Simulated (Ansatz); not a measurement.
C2H5Cl2FOSn (`CC[O][Sn]([F])([Cl])[Cl]`), relaxed with RKS PBE0-D4/def2-TZVP in Ansatz from a PBE-D4/def2-SVP geometry. The force threshold is 0.005 eV/Å; the program also tests the step.

The species carries charge 0 and has multiplicity 1. Sn: def2 effective core potential.

Start:

```xyz
12

C    -1.519    0.464    1.365
C    -0.722   -0.195    0.253
O     0.535    0.496    0.156
Sn    1.840   -0.106   -1.217
F     3.381    1.057   -1.040
Cl    2.526   -2.320   -0.847
Cl    0.977    0.119   -3.388
H    -1.693    1.535    1.140
H    -2.502   -0.036    1.480
H    -0.975    0.396    2.328
H    -1.282   -0.135   -0.710
H    -0.564   -1.275    0.479
```

```json
{"step": "1", "energy (eV)": "-37788.3380", "largest force (eV/Å)": "0.984", "largest move (Å)": "0.000"}
{"step": "2", "energy (eV)": "-37788.4794", "largest force (eV/Å)": "0.408", "largest move (Å)": "0.086"}
{"step": "3", "energy (eV)": "-37788.4891", "largest force (eV/Å)": "0.086", "largest move (Å)": "0.020"}
{"step": "4", "energy (eV)": "-37788.4897", "largest force (eV/Å)": "0.030", "largest move (Å)": "0.009"}
{"step": "5", "energy (eV)": "-37788.4900", "largest force (eV/Å)": "0.021", "largest move (Å)": "0.015"}
{"step": "6", "energy (eV)": "-37788.4901", "largest force (eV/Å)": "0.013", "largest move (Å)": "0.018"}
{"step": "7", "energy (eV)": "-37788.4901", "largest force (eV/Å)": "0.002", "largest move (Å)": "0.004"}
```

End:

```xyz
12

C    -1.495    0.467    1.354
C    -0.726   -0.205    0.245
O     0.532    0.458    0.119
Sn    1.808   -0.113   -1.204
F     3.293    1.039   -1.004
Cl    2.516   -2.262   -0.852
Cl    1.004    0.121   -3.336
H    -1.657    1.521    1.123
H    -2.468   -0.015    1.480
H    -0.948    0.398    2.295
H    -1.285   -0.142   -0.697
H    -0.575   -1.267    0.476
```

Run time 79 s (2 threads of an AMD EPYC 7R13 on a shared host and a share of an NVIDIA H100 80 GB); peak host memory 0.97 GiB.
